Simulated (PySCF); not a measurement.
AlOCl, SMILES [O]=[Al][Cl]. Geometry: PBE-D3(BJ)/def2-TZVP.

These are PBE-D3(BJ)/def2-TZVP (PySCF 2.14.0) values and carry that method's errors.

Harmonic wavenumbers (cm⁻¹): 167, 167, 471, 1079. Rotational constants (GHz): 3.053 (linear); symmetry number 1.

Work out the zero-point energy and the ideal-gas rigid-rotor harmonic-oscillator thermochemistry at 298.15 K and 1 atm.

ZPE = ½ Σ hcν = ½ × 1884 cm⁻¹ = 2.69 kcal/mol. H − E(el) = 5.71 kcal/mol. Entropy in cal/(mol K): translation 38.99, rotation 17.13, vibration 5.74, total 61.86. G − E(el) = -12.73 kcal/mol. Cp = 12.33 cal/(mol K).
